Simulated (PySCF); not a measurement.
C₃H₉ClOSi. Atoms are numbered in the order given.

```xyz
15

C      2.8448    -1.0623    -0.4598
O      1.4739    -0.7646    -0.4578
C      0.9641    -0.4277     0.8124
Si    -0.8674     0.0040     0.6093
C     -1.7182    -1.2939    -0.4292
Cl    -1.0186     1.8586    -0.3421
H      3.4531    -0.2012    -0.1164
H      3.1351    -1.3102    -1.4912
H      3.0793    -1.9272     0.1939
H      1.5141     0.4251     1.2636
H      1.0636    -1.2752     1.5283
H     -1.4788     0.1516     1.9599
H     -2.7533    -1.0096    -0.6711
H     -1.1541    -1.4279    -1.3647
H     -1.7340    -2.2580     0.1057
```
Charge 0, spin multiplicity 1.

Coordinates come from a B3LYP-D3(BJ)/def2-SVP optimisation. The structure was generated by enumeration; whether it is a known compound was not checked. Other conformers were not sampled.

The numbers are results of PySCF with PBE0/pcSseg-1, not measurements.

GIAO shieldings, no solvent; atoms listed in one row are averaged. δ = σ(ref) − σ: ¹³C against TMS (σ = 186.3 ppm); ¹⁷O against H2O (σ = 334.2 ppm); ²⁹Si against TMS (σ = 352.7 ppm); ³⁵Cl against HCl (σ = 945.9 ppm); ¹H against TMS (σ = 31.56 ppm), references at their B3LYP-D3(BJ)/def2-TZVP geometries, non-relativistic (without spin–orbit terms, shifts of atoms bonded to Cl or Br come out too high).

Computed chemical shifts:
| nucleus | atoms | count | δ (ppm) |
|---|---|---|---|
| ¹³C | C3 | 1 | 69.0 |
| ¹³C | C1 | 1 | 65.9 |
| ¹³C | C5 | 1 | 0.6 |
| ¹⁷O | O2 | 1 | 1.9 |
| ²⁹Si | Si4 | 1 | 18.9 |
| ³⁵Cl | Cl6 | 1 | -18.9 |
| ¹H | H12 | 1 | 5.28 |
| ¹H | H7, H8, H9 | 3 | 3.60 |
| ¹H | H10 | 1 | 3.38 |
| ¹H | H11 | 1 | 3.20 |
| ¹H | H13, H14, H15 | 3 | 0.82 |
